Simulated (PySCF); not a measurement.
CH3Cl2Si, SMILES Cl[Si](C)Cl (connectivity only; charge and spin as stated), charge +1, multiplicity 1.

Coordinates come from a r2SCAN-D4/def2-SVP optimisation. The multiplicity is an assumed one; other spin states were not compared. The isomer is the one that the SMILES or the coordinates give; other isomers of the formula were not compared.

All values below come from CAM-B3LYP/def2-TZVPD in PySCF.

```yaml
total_energy: -1249.66660 hartree
highest_occupied_level: -16.58 eV
lowest_empty_level: -6.97 eV
orbital_gap: 9.60 eV
dipole_moment_about_the_centre_of_nuclear_charge: 3.03 D
mean_static_polarisability: 57.2 bohr³ (8.47 Å³)
polarisability_principal_values: 42.5, 62.8, 66.2 bohr³
```
